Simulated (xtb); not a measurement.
dialuminium oxide (Al2O), SMILES [Al][O][Al] (connectivity only; charge and spin as stated), neutral, multiplicity 1. All values are semi-empirical tight-binding results from xtb (GFN2-xTB unless named), good for trends rather than for accurate numbers. Coordinates come from a GFN2-xTB optimisation.

Optimised geometry:

Bonds (Å): Al1–O2 1.688, O2–Al3 1.688. Angles (°): Al1–O2–Al3 180.0.

For metal compounds this method's bond lengths and energies can be far off.

point group as xtb finds it: D∞h
orbital gap: 2.63 eV
zero-point energy: 2.6 kcal/mol
G − E(el) at 298.15 K (modified RRHO): -12.2 kcal/mol

**Question.** Give the atomic charges and the Wiberg bond orders between heavy atoms. (An estimate is asked for; the answer gives what the named calculation found.)

**Answer.** charges (e) Al1 0.22, O2 -0.43, Al3 0.22. Bond orders Al1–O2 1.25, O2–Al3 1.25.
